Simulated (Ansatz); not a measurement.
CHBINO, relaxed with RKS PBE0-D4/def2-TZVP in the Gaussian-basis code of Ansatz from a PBE-D4/def2-SVP geometry. The force threshold is 0.005 eV/Å; the program also tests the step.

Total charge 0; spin multiplicity 1. I: def2 effective core potential. The bonds changed during the relaxation, so this is another structure than the one it started from.

Start:

```xyz
6

I    -1.376    1.628    1.885
B    -0.331    0.434    0.506
N     1.122    0.227    0.173
C     0.538   -0.565   -0.660
O    -0.870   -0.476   -0.454
H     0.917   -1.248   -1.449
```

(1) By how much does the energy fall, and how many steps does the optimiser take? (An estimate is asked.)

(2) Which bonds change most? (Best estimate.)

(3) Give the relaxed structure. (Estimate.)

Answers

(1) Ansatz gave: 0.03 eV, in 8 steps, 1 of them rejected.

(2) The calculation gave: C4–O5 from 1.426 to 1.402 Å; C4–H6 from 1.110 to 1.091 Å; I1–B2 from 2.102 to 2.083 Å; B2–N3 from 1.505 to 1.489 Å.

(3) Ansatz gave: 
```xyz
6

I    -1.366    1.614    1.873
B    -0.326    0.436    0.505
N     1.107    0.221    0.164
C     0.530   -0.563   -0.658
O    -0.854   -0.472   -0.455
H     0.910   -1.236   -1.429
```
